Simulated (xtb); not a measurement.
TaH5, SMILES [TaH5] (connectivity only; charge and spin as stated), neutral, multiplicity 1. All values are semi-empirical tight-binding results from xtb (GFN2-xTB unless named), good for trends rather than for accurate numbers. The structure is a stationary point at GFN2-xTB. The multiplicity is an assumed one; other spin states were not compared.

For metal compounds this method's bond lengths and energies can be far off.

Computed properties:
```json
{
 "point_group_as_xtb_finds_it": "D3h",
 "orbital_gap": "1.77 eV",
 "zero_point_energy": "12.9 kcal/mol",
 "G − E(el) at 298.15 K (modified RRHO)": "-3.0 kcal/mol"
}
```
